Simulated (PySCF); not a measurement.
**MH for M along group 15**

PBE0 with triple-zeta basis sets in PySCF, for the lowest determinant that a PBE0 search found; no spin–orbit coupling. De refers to high-spin ground-configuration atoms. A positive dipole means M(−)H(+).

| M | basis | state (unpaired electrons) | Re (Å) | ωe (cm⁻¹) | De (eV) | μ (D) |
| --- | --- | --- | --- | --- | --- | --- |
| N | def2-TZVPP | triplet (π ↑↑) | 1.038 | 3312 | 3.68 | 1.58 |
| P | x2c-TZVPPall | triplet (π ↑↑) | 1.428 | 2368 | 3.20 | 0.47 |
| As | def2-TZVPP | triplet (π ↑↑) | 1.531 | 2172 | 2.90 | 0.22 |
| Sb | x2c-TZVPPall | triplet (π ↑↑) | 1.716 | 1939 | 2.60 | -0.20 |
| Bi | def2-TZVPP | triplet (π ↑↑) | 1.794 | 1810 | 2.38 | -0.68 |

The shortest bond is that of NH (1.038 Å), the longest that of BiH (1.794 Å).

The rows differ in basis set, which adds steps of its own.

Down a group the atoms grow and get heavier, so bonds lengthen and wavenumbers fall; this series shows no clear exception.

Spin–orbit coupling is left out, which matters for elements this heavy, above all for dissociation energies. States were picked by a PBE0 search and need not be the measured ground states.
